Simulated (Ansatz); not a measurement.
Reaction (formal exchange of groups at the Si–Si bond): `C[SiH](O)[Si](O)(F)F` + SiH₄ → `C[SiH](O)[SiH3]` + `O[SiH](F)F`

Calculated with Ansatz (gas phase, PBE0-D4/def2-TZVP geometries, no zero-point term in ΔE). CCSD(T)/CBS is the MP2 limit (def2-TZVPP, def2-QZVPP) plus CCSD(T) − MP2 in def2-TZVPP, frozen cores. This one scheme is used for every species. Functionals use def2-TZVPP. B3LYP here is the variant with VWN-RPA as its local correlation; programs differ in this. Each species was taken in one conformer, which may not be the lowest.

| level | ΔE (kcal/mol) | difference from CCSD(T)/CBS |
| --- | --- | --- |
| B3LYP-D4 | -0.2 | 1.8 |
| ωB97X-V | -0.8 | 1.2 |
| PBE | -1.1 | 0.9 |
| PBE0 | -1.7 | 0.3 |
| B3LYP | -1.2 | 0.8 |
| HF/def2-TZVPP | -2.3 | -0.3 |
| CCSD/def2-TZVPP | -2.1 | -0.1 |
| MP2/def2-QZVPP | -2.3 | -0.3 |
| SCS-MP2/def2-QZVPP | -2.1 | -0.1 |
| HF/CBS(def2) | -2.4 | -0.4 |
| CCSD(T)/CBS | -2.0 | 0 |

Largest T1 diagnostic among the species: 0.012.

The D4 term adds +1.0 kcal/mol with B3LYP and +0.6 kcal/mol with PBE0; it sums over pairs of atoms, weighted by their polarisabilities, and B3LYP, whose exchange is more repulsive, gets the larger term.
